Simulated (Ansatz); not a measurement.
Compare A (`CB/N=C(/F)[SiH3]`) with its isomer B (`C=CB(N)[SiH2]F`).

Gas-phase electronic energies from Ansatz, PBE0-D4/def2-TZVP geometries. CCSD(T)/CBS is the MP2 limit (def2-TZVPP, def2-QZVPP) plus CCSD(T) − MP2 in def2-TZVPP, frozen cores. DFT in def2-TZVPP. B3LYP here is the variant with VWN-RPA as its local correlation; programs differ in this. One conformer a species, not always the lowest.

(1) Which isomer does CCSD(T)/CBS put lower? Give the gap. (Estimate.)

(2) Give E(B) − E(A) in kJ/mol with CCSD/def2-TZVPP, MP2/def2-TZVPP, PBE-D4, PBE0-D4, B3LYP-D4, B2PLYP, r2SCAN-D4. (Best estimate.)

Largest T1 diagnostic: 0.014.

Results:

(1) Computed: B, by 204.6 kJ/mol.

(2) Ansatz gave: CCSD/def2-TZVPP -201.0, MP2/def2-TZVPP -201.2, PBE-D4 -167.6, PBE0-D4 -182.1, B3LYP-D4 -180.9, B2PLYP -186.7, r2SCAN-D4 -176.1. None reverses the order clearly.

The D4 term adds −3.8 kJ/mol with B3LYP and −2.0 kJ/mol with PBE0; it sums over pairs of atoms, weighted by their polarisabilities, and B3LYP, whose exchange is more repulsive, gets the larger term. From PBE to PBE0 (25 % exact exchange), in def2-TZVPP and without D4, E(B) − E(A) moves by −14.8 kJ/mol.
